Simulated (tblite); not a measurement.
Compound: C₅H₄F₂O₂.
SMILES with atom numbers: `[F:1][CH:2]([F:3])[O:4][c:5]1[cH:6][cH:7][o:8][cH:9]1` (hydrogens: H10 on C2; H11 on C6; H12 on C7; H13 on C9)

Geometry (GFN2-xTB, Å), atoms numbered from 1 in this order:
```
atom  x, y, z in Å
F1     2.5547    0.6318    0.1087
C2     1.5580    1.2338   -0.5929
F3     2.1559    1.9138   -1.5777
O4     0.7228    0.3343   -1.1525
C5    -0.2064   -0.2422   -0.3132
C6    -0.2491   -0.2504    1.1056
C7    -1.3610   -0.9716    1.4217
O8    -1.9864   -1.3965    0.3189
C9    -1.2910   -0.9549   -0.7398
H10    1.0703    1.9554    0.0913
H11    0.4493    0.1908    1.7861
H12   -1.7867   -1.2378    2.3684
H13   -1.6349   -1.2060   -1.7210
```

Computed with GFN2-xTB (tblite): harmonic, unscaled wavenumbers at the GFN2-xTB geometry, gas phase. The method is semi-empirical: single wavenumbers can be off by several per cent or more. One conformer, not necessarily the lowest.

Harmonic wavenumbers (cm⁻¹): 47.9, 60.1, 143.0, 301.3, 350.1, 374.6, 508.7, 585.5, 600.5, 616.6, 735.9, 744.8, 778.9, 822.8, 850.7, 972.5, 995.4, 1047.9, 1073.8, 1087.9, 1136.8, 1154.7, 1237.3, 1252.1, 1275.9, 1292.7, 1383.9, 1485.5, 1601.8, 2843.7, 3175.6, 3194.1, 3199.8.

A = 4856, B = 935.0, C = 821.0 MHz; mass 134.018 u (most abundant isotopes); point group C1, symmetry number 1.

Zero-point energy?

½Σν̃ = 18466 cm⁻¹ = 220.91 kJ/mol.

What is S at 500 K and 1 bar for an ideal gas of classical rigid rotors and harmonic oscillators?

Translation 180.69, rotation 127.14, vibration 143.15: S = 451.0 J/(mol K).

And Cp and H(500 K) − H(0)?

Cp = 182.33 J/(mol K), of which vibrations give 149.07 (their classical limit is 33 R = 274.4); H(500 K) − H(0) = 53.77 kJ/mol without the zero-point energy, 37.14 from vibrations.

What must be added to the electronic energy to get the Gibbs energy at 500 K and 1 bar?

ZPE + [H(500 K) − H(0)] − T·S = 220.91 + 53.77 − 225.49 = 49.19 kJ/mol.

Which modes carry the vibrational entropy at 500 K?

47.9 cm⁻¹: 24.80; 60.1 cm⁻¹: 22.92; 143.0 cm⁻¹: 15.76; 301.3 cm⁻¹: 9.76; 350.1 cm⁻¹: 8.60; 374.6 cm⁻¹: 8.08 J/(mol K); the other 27 give 53.25 together.

Blend soft modes into free rotors: weight 1/[1 + (100 cm⁻¹/ν̃)⁴] for the oscillator and the rest for a rotor with moment μB/(μ + B), μ = h/(8π²ν), B = 10⁻⁴⁴ kg m². What vibrational entropy results?

129.36 J/(mol K) in place of 143.15, which changes −T·S at 500 K by +6.89 kJ/mol.

Hindered rotation and anharmonicity are outside this model. Other conformers, if any are populated, would add a mixing term that is left out. The structure is chiral; the term R ln 2 for an equal mix with its mirror image is left out.

Run on one thread of an x86-64 server, shared host. The figure is for the frequency step alone.
